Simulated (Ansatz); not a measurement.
**CH9B2N: where a starting geometry ends**

The starting geometry of this gas-phase singlet was optimised with GFN2-xTB.

```tsv
atom	x (Å)	y (Å)	z (Å)
C	1.4564	-1.0428	-0.5344
B	0.3841	1.1314	1.8536
B	1.2576	0.5080	-0.3857
N	0.0261	1.0265	0.1377
H	0.5463	0.0207	2.2307
H	1.3446	1.8172	1.9595
H	-0.6033	1.6366	2.2795
H	-0.7873	0.4273	0.1482
H	-0.2271	1.9836	-0.0590
H	2.0859	1.2722	-0.7013
H	0.6110	-1.6303	-0.1842
H	1.6439	-1.3126	-1.5735
H	2.3352	-1.3708	0.0177
```

Predict what it relaxes into with PBE0-D3(BJ)/def2-SVP.

A new bond forms, giving a structure with H6 bridging B2 and B3, given below by its coordinates. Distances that change by over a tenth: B2–B3 (2.48 → 1.92 Å), B2–N4 (1.76 → 1.55 Å), B2–H6 (1.18 → 1.33 Å). Contacts that close: B3–H6 (2.69 → 1.37 Å).

The energy falls by 0.97 eV over 16 steps:

| step | E − E(last) (eV) |
| --- | --- |
| 1 | 0.974 |
| 3 | 0.844 |
| 4 | 0.827 |
| 6 | 0.698 |
| 8 | 0.344 |
| 9 | 0.148 |
| 11 | 0.006 |
| 13 | 0.000 |
| 14 | 0.000 |
| 16 | 0.000 |

Final geometry (Å):

```xyz
13

C     1.5863   -0.8795   -0.3597
B     0.2314    0.9847    1.6341
B     1.2783    0.6186    0.0726
N    -0.2264    0.9984    0.1497
H    -0.1822    0.0370    2.2611
H     1.5163    0.6998    1.4197
H     0.2709    2.0767    2.1506
H    -0.8845    0.2746   -0.1218
H    -0.4921    1.8993   -0.2322
H     1.9622    1.5304   -0.3407
H     0.9215   -1.6126    0.1271
H     1.4698   -0.9939   -1.4507
H     2.6219   -1.1667   -0.1211
```

No frequencies were run, so the end isn't proven a minimum. Run with Ansatz 0.2.0, 120 s on 2 threads of AMD EPYC (Zen 3) (shared host).
